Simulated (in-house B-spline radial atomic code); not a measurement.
Functionals against NIST's ionisation energies along a row: La⁺ to Lu⁺

Ionisation energies as differences of self-consistent total energies from a B-spline radial code for spherical atoms: all electrons, radial basis limit, scalar-relativistic (one-electron X2C), spin-polarised at highest spin, spherical densities; exact exchange is averaged over the determinants of each configuration. No spin-orbit coupling, Breit or QED terms. NIST's values run from ground level to ground level, so in open shells the differences also hold multiplet and fine-structure energies that spherical high-spin averages miss. Columns give computed minus NIST, in eV; a star marks a semi-empirical value. Species are left out where the tabulated value is theory, is uncertain by more than 0.12 eV, or (13 ions, such as In⁴⁺, Te⁴⁺ and Bi⁴⁺) lies off its series for all methods alike, which flatters the means a little.

```
species  shell       NIST (eV)  Hartree-Fock   RPBE   SCAN  B3LYP   OLYP
    La⁺     5d           11.18         -1.06  -0.03  -0.16  -0.08  -0.16
    Pr⁺     6s   10.63 ± 0.02*         -0.74  +0.14  +0.18  +0.23  -0.06
    Nd⁺     6s   10.78 ± 0.02*         -0.74  +0.16  +0.26  +0.25  -0.04
    Pm⁺     6s   10.94 ± 0.02*         -0.76  +0.17  +0.30  +0.26  -0.03
    Sm⁺     6s   11.08 ± 0.02*         -0.76  +0.19  +0.32  +0.27  -0.01
    Eu⁺     6s  11.24 ± 0.006*         -0.79  +0.18  +0.30  +0.26  -0.02
    Gd⁺     6s   12.08 ± 0.02*         -0.73  +0.34  +0.69  +0.38  +0.07
    Tb⁺     6s   11.51 ± 0.02*         -0.81  +0.17  +0.28  +0.28  -0.01
    Dy⁺     6s   11.65 ± 0.02*         -0.83  +0.16  +0.26  +0.28  -0.01
    Ho⁺     6s   11.78 ± 0.02*         -0.85  +0.16  +0.25  +0.27  -0.02
    Er⁺     6s   11.92 ± 0.02*         -0.87  +0.15  +0.23  +0.27  -0.03
    Tm⁺     6s   12.06 ± 0.02*         -0.90  +0.13  +0.20  +0.25  -0.05
    Yb⁺     6s           12.18         -0.90  +0.14  +0.22  +0.27  -0.03
    Lu⁺     6s   14.13 ± 0.05*         -1.54  -0.19  -0.23  -0.02  -0.34
```

Task: How do the methods rank, and which species is hardest?

Result: Mean absolute (signed) differences: OLYP 0.06 (-0.05) eV; RPBE 0.16 (+0.13) eV; B3LYP 0.24 (+0.23) eV; SCAN 0.28 (+0.22) eV; Hartree-Fock 0.88 (-0.88) eV. For Gd⁺, which loses a 6s electron, the nearest method is off by +0.07 eV, the largest such miss. Hartree-Fock comes too low mainly by the correlation energy of the removed electron.
